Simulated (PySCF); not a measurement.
# Frontier levels across methods

Compound: BH8NSi2.
Cartesian coordinates in Å at the PBE0-D3(BJ)/def2-SVP level; atoms count from 1:
```xyz
12
BH8NSi2 angstrom
B     -0.090    1.474    0.109
N     -0.058    0.073   -0.086
Si     1.477   -0.813    0.008
Si    -1.551   -0.822   -0.427
H      0.936    2.074    0.340
H     -1.144    2.068    0.045
H      1.396   -1.837    1.093
H      2.581    0.145    0.280
H      1.714   -1.531   -1.281
H     -2.699    0.123   -0.415
H     -1.438   -1.491   -1.758
H     -1.738   -1.886    0.606
```

Basis pcSseg-2 throughout (PySCF), one geometry. Isolated species at its PBE0-D3(BJ)/def2-SVP geometry, gas phase.

Problem. How do the orbital energies, the gap and the dipole change with the method?

Solution. 
```tsv
method	kind	HOMO (eV)	LUMO (eV)	gap (eV)	μ (D)	SCF cycles
BLYP	GGA	-7.15	-1.32	5.83	0.93	13
B97-D	GGA	-7.25	-1.28	5.96	0.89	13
OPBE	GGA	-7.26	-1.30	5.95	0.92	14
PBE	GGA	-7.29	-1.46	5.82	0.95	14
KT2	GGA	-7.30	-1.43	5.88	0.92	14
KT3	GGA	-7.32	-1.37	5.95	0.89	14
LDA	LDA	-7.32	-1.70	5.63	1.02	13
BP86	GGA	-7.38	-1.50	5.88	0.94	13
B97-2	global hybrid	-8.25	-0.49	7.76	0.85	13
B3LYP	global hybrid	-8.28	-0.72	7.56	0.87	12
PBE0	global hybrid	-8.50	-0.50	8.00	0.87	12
mPW1PW91	global hybrid	-8.53	-0.50	8.03	0.86	12
BHandHLYP	global hybrid	-9.63	0.44	10.07	0.77	11
CAM-B3LYP	range-separated hybrid	-9.84	0.53	10.37	0.85	11
wB97X-D	range-separated hybrid	-10.36	1.30	11.66	0.82	12
LC-wPBE	range-separated hybrid	-11.21	1.66	12.88	0.83	12
HF	Hartree–Fock	-11.48	2.44	13.92	0.61	10
```

The HOMO spans 4.34 eV, from BLYP down to HF, and the gap runs from 5.63 eV (LDA) to 13.92 eV (HF). Over the methods BLYP (0 %), B97-D (0 %), OPBE (0 %), PBE (0 %), KT2 (0 %), KT3 (0 %), LDA (0 %), BP86 (0 %), B97-2 (21 %), B3LYP (20 %), PBE0 (25 %), mPW1PW91 (25 %), BHandHLYP (50 %), HF (100 %), a straight line through the gap against the share of exact exchange rises by 0.81 eV for each 10 % (correlation coefficient 0.999). The dipole ranges from 0.61 D (HF) to 1.02 D (LDA). This basis has no diffuse functions.

The vertical ΔSCF ionisation energy at wB97X-D/def2-SVPD is 10.45 eV; −ε(HOMO) comes closest to it with wB97X-D (10.36 eV).
